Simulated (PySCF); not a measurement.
Sb, charge -1, triplet (core potentials on Sb) (in this run its highest filled SCF level lies above zero, so its values depend strongly on the basis, on diffuse functions most of all); DF-BLYP/def2-TZVP run with PySCF.

Input for PySCF:
```python
from pyscf import gto, scf, dft

mol = gto.M(
    atom='''
Sb    0.000000    0.000000    0.000000
''',
    basis='def2-tzvp',
    ecp={'Sb': 'def2-tzvp'},
    charge=-1,
    spin=2,
    verbose=4,
)

mf = dft.UKS(mol)
mf.xc = 'blyp'
mf = mf.density_fit(auxbasis='def2-universal-jkfit')
mf.kernel()
```

The log (banner, timings and long lists left out):

```
PySCF version 2.14.0

[INPUT] verbose = 4
[INPUT] num. atoms = 1
[INPUT] num. electrons = 24
[INPUT] charge = -1
[INPUT] spin (= nelec alpha-beta = 2S) = 2
[INPUT] symmetry False subgroup None
[INPUT] Mole.unit = angstrom
[INPUT] Symbol           X                Y                Z      unit          X                Y                Z       unit  Magmom
[INPUT]  1 Sb     0.000000000000   0.000000000000   0.000000000000 AA    0.000000000000   0.000000000000   0.000000000000 Bohr   0.0

nuclear repulsion = 0
number of shells = 16
number of NR pGTOs = 91
number of NR cGTOs = 50
basis = def2-tzvp
ecp = {'Sb': 'def2-tzvp'}

******** <class 'pyscf.df.df_jk.DFUKS'> ********
method = DFUKS
initial guess = minao
damping factor = 0
level_shift factor = 0
DIIS = <class 'pyscf.scf.diis.CDIIS'>
diis_start_cycle = 1
diis_space = 8
diis_damp = 0
SCF conv_tol = 1e-09
SCF conv_tol_grad = None
SCF max_cycles = 50
direct_scf = False
number electrons alpha = 13  beta = 11
XC library pyscf.dft.libxc version 7.1.2
    S. Lehtola, C. Steigemann, M. J. T. Oliveira, and M. A. L. Marques,  SoftwareX 7, 1–5 (2018)
XC functionals = blyp
    A. D. Becke,  Phys. Rev. A 38, 3098 (1988)
    C. Lee, W. Yang, and R. G. Parr,  Phys. Rev. B 37, 785 (1988)
    B. Miehlich, A. Savin, H. Stoll, and H. Preuss,  Chem. Phys. Lett. 157, 200 (1989)
radial grids:
    Treutler-Ahlrichs [JCP 102, 346 (1995); DOI:10.1063/1.469408] (M4) radial grids

becke partition: Becke, JCP 88, 2547 (1988); DOI:10.1063/1.454033
pruning grids: <function nwchem_prune>
grids dens level: 3
symmetrized grids: False
atomic radii adjust function: <function treutler_atomic_radii_adjust>
small_rho_cutoff = 0
Set gradient conv threshold to 3.16228e-05
tot grids = 21960
init E= -202.082987387143

cycle= 1 E= -238.739040162627  delta_E= -36.7  |g|= 1.97  |ddm|= 10.4

cycle= 2 E= -237.686255224048  delta_E= 1.05  |g|= 2.94  |ddm|=  6.6
cycle= 3 E= -240.185432758038  delta_E= -2.5  |g|= 0.138  |ddm|= 4.01
cycle= 4 E= -240.187360715494  delta_E= -0.00193  |g|= 0.0895  |ddm|= 0.933

cycle= 5 E= -240.192364396834  delta_E= -0.005  |g|= 0.0396  |ddm|= 0.932

cycle= 6 E= -240.193165668941  delta_E= -0.000801  |g|= 0.0258  |ddm|= 0.0518
cycle= 7 E= -240.193474623744  delta_E= -0.000309  |g|= 0.018  |ddm|= 0.0269
cycle= 8 E= -240.193757852683  delta_E= -0.000283  |g|= 0.00393  |ddm|= 0.0482
cycle= 9 E= -240.193770863716  delta_E= -1.3e-05  |g|= 0.000499  |ddm|= 0.0299
cycle= 10 E= -240.193771072418  delta_E= -2.09e-07  |g|= 9.13e-05  |ddm|= 0.00389
cycle= 11 E= -240.193771077529  delta_E= -5.11e-09  |g|= 5.43e-05  |ddm|= 0.000583
cycle= 12 E= -240.193771079612  delta_E= -2.08e-09  |g|= 2.4e-05  |ddm|= 0.000389
cycle= 13 E= -240.193771079796  delta_E= -1.84e-10  |g|= 2.35e-05  |ddm|= 9.73e-05
Extra cycle  E= -240.193771078995  delta_E= 8.01e-10  |g|= 3.08e-05  |ddm|= 0.000313
converged SCF energy = -240.193771078995  <S^2> = 2.0022185  2S+1 = 3.0014786
```
